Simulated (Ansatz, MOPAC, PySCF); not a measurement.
Pair of molecules: BrH3Sn (SMILES [Br][SnH3]) (first 5 atoms) with NH3 (SMILES N); geometry from B3LYP-D3(BJ)/def2-TZVP, rigid monomers moved along the line of their centres of mass till Sn2···N6 is 4.20 Å.
(charge 0, multiplicity 1):
```xyz
9

Br     2.333    -0.326     0.978
Sn     0.438     1.062     0.043
H      1.138     1.631    -1.423
H      0.137     2.386     1.068
H     -0.883     0.055    -0.324
N     -1.312    -0.304     3.614
H     -2.235    -0.128     3.996
H     -1.200    -1.306     3.513
H     -0.627     0.003     4.295
```

```csv
level,interaction energy (kcal/mol),cost
PM3,0.33,-
PM6,-1.50,-
PM7,-2.18,-
HF/STO-3G (no counterpoise),-1.98,-
HF/3-21G (no counterpoise),-5.48,-
HF/def2-TZVPPD,-1.94,-
PBE-D3(BJ)/def2-TZVPPD,-2.55,×1
r2SCAN-D3(BJ)/def2-TZVPPD,-2.49,×2
B3LYP/3-21G (no counterpoise),-6.03,-
B3LYP-D3(BJ)/def2-TZVPPD,-2.45,×1
wB97X-V/def2-TZVPPD,-2.61,×4
CCSD/def2-TZVPPD,-2.36,-
CCSD(T)/def2-SVPD,-2.48,×4
"CCSD(T)/CBS(def2-SVPD, def2-TZVPPD)",-2.45,×100*
```

The rows run from -6.03 (B3LYP/3-21G (no counterpoise)) to 0.33 kcal/mol (PM3).

Interaction energies are E(AB) − E(A) − E(B) at the monomers' geometry in the complex; basis-set methods are counterpoise corrected. Rows marked so take none.

Cores are frozen in the correlated methods. Filled d and f shells under p-block atoms count as core. CBS(a, b) extrapolates the correlation energy as X⁻³ and adds the Hartree–Fock energy of set b. Rows in 3-21G, STO-3G carry no dispersion term and start afresh at each structure; the Pople sets are all-electron and without relativity. The state reached by PM3, PM6, PM7 isn't checked; PM7 holds dispersion and hydrogen-bond terms.

The values were computed with Ansatz (Gaussian basis) for Hartree–Fock, density functionals and correlated methods; MOPAC for PM3, PM6, PM7 (differences of heats of formation); PySCF for 3-21G rows, STO-3G rows, the dispersion terms. Values without a source in brackets are computed. In def2 rows elements past Kr take small-core potentials, without spin–orbit coupling.

Costs are rough ratios of core time to PBE/def2-TZVPPD (about 9 s over the structures, on one shared machine); a dash marks a level with no comparable run of its own. A star marks coupled-cluster runs past 200 virtual orbitals, where the program's memory plan changes under this machine's limit, so their costs aren't comparable with smaller runs.

Ansatz is an electronic-structure program.
